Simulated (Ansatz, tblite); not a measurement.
Cost and result up the ladder for HfF4 (5 atoms). Total charge 0; singlet. Geometry: PBE0-D4/def2-SVP.

Cartesian coordinates in Å:
```
Hf 0.0000 0.0002 0.0000
F -0.0675 -1.2680 -1.4179
F 1.8162 0.3713 0.4331
F -0.8843 -0.7103 1.5287
F -0.8644 1.6068 -0.5439
```

Ansatz on 4 threads of AMD EPYC 9R45 on a shared host; xTB runs through tblite on one thread. Times are rough, summed over both states, and most runs start from the orbitals of an earlier one. No level here is sound enough to serve as a yardstick. The other state is a doublet.

In the def2 sets Hf takes a core potential; there is no spin–orbit coupling. The xTB rows come from tblite. HOMO above LUMO, or a gap near zero within one spin, warns that the state may not be the lowest or that an electron is smeared out.

Raw xTB energies of ions are shifted by several eV.

```json
{"level": "GFN2-xTB", "functions": "25", "wall time": "0.005 s"}
{"level": "GFN1-xTB", "functions": "25", "wall time": "0.006 s"}
{"level": "PBE-D4/def2-TZVP", "functions": "164", "wall time": "2.3 s"}
{"level": "r2SCAN-D4/def2-TZVP", "functions": "164", "wall time": "4.6 s"}
```

Task: Estimate what each level gives for the vertical IE (eV).

Result: 
```tsv
level	vertical IE (eV)	remarks
GFN2-xTB	18.21	–
GFN1-xTB	18.42	–
PBE-D4/def2-TZVP	13.48	gap within one spin near zero (+1 doublet)
r2SCAN-D4/def2-TZVP	13.85	gap within one spin near zero (+1 doublet)
```
